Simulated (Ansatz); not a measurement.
Two structures, one formula

The two ends of one reaction step of SiH6ClOF, singlet (PBE0-D4/def2-TZVP).

A:

```json
{"atom": "Si1", "x (Å)": "-1.6179", "y (Å)": "0.8032", "z (Å)": "0.4646"}
{"atom": "Cl2", "x (Å)": "-0.2909", "y (Å)": "1.5932", "z (Å)": "-0.9345"}
{"atom": "H3", "x (Å)": "-2.0962", "y (Å)": "-0.4975", "z (Å)": "-0.0398"}
{"atom": "H4", "x (Å)": "-0.9183", "y (Å)": "0.7125", "z (Å)": "1.7595"}
{"atom": "H5", "x (Å)": "-2.7296", "y (Å)": "1.7807", "z (Å)": "0.5340"}
{"atom": "H6", "x (Å)": "1.0971", "y (Å)": "-1.3381", "z (Å)": "0.3228"}
{"atom": "F7", "x (Å)": "0.3574", "y (Å)": "-1.6531", "z (Å)": "0.8312"}
{"atom": "H8", "x (Å)": "1.6639", "y (Å)": "0.2120", "z (Å)": "-0.8755"}
{"atom": "O9", "x (Å)": "2.1585", "y (Å)": "-0.5795", "z (Å)": "-0.6219"}
{"atom": "H10", "x (Å)": "2.3758", "y (Å)": "-1.0334", "z (Å)": "-1.4402"}
```

B:

Si1  (-1.558, 0.171, 0.983)
Cl2  (0.280, 1.335, -2.037)
H3  (-2.296, -0.138, -0.258)
H4  (-2.334, -0.241, 2.177)
H5  (-1.168, 1.593, 1.070)
H6  (1.524, -0.763, 0.120)
F7  (-0.207, -0.722, 0.997)
H8  (1.194, 0.568, -1.471)
O9  (2.159, -0.499, -0.558)
H10  (2.406, -1.303, -1.023)
(Å)

Ansatz 0.2.0; basis: def2-TZVPP; cores frozen in the correlated methods. B3LYP uses VWN-RPA correlation.

(1) Which structure is lower at CCSD(T), and by how much? (To be estimated.)

No T1 diagnostic of these runs exceeds 0.010.

Results:

(1) The calculation gives: B, by 23.1 kJ/mol (electronic energy, against the other). By their contacts, A is a complex of SiH₃Cl ([SiH3][Cl]) + H₂O + HF and B is a complex of SiH₃F ([F][SiH3]) + HCl + H₂O.

All methods give the same order:

```tsv
method	E(B) − E(A) (kJ/mol)
SPW92	-14.8
PBE-D4	-15.1
BLYP-D4	-25.1
r2SCAN-D4	-22.4
B97M-V	-27.0
PBE0-D4	-14.8
B3LYP-D4	-24.5
r2SCAN0-D4	-20.1
BHLYP-D4	-25.7
CAM-B3LYP-D4	-27.3
wB97X-V	-21.6
wB97M-V	-20.3
B2PLYP	-25.1
PBE-QIDH	-17.4
RPA on PBE	-26.4
HF	-31.3
MP2	-21.2
CCSD	-24.5
CCSD(T)	-23.1
```

Labels in which every atom is bracketed show which atoms are joined, not bond orders.

For scale, one of the runs: CCSD(T)/def2-TZVPP, 230 basis functions, launched by `ansatz run in.yaml --threads 4 --pin off --events-out ev --progress --plain --max-ram 9574MiB`. Hardware: 4 CPU threads of an Arm Neoverse V2, shared host. Wall time 100 s; peak host memory 3.9 GiB.
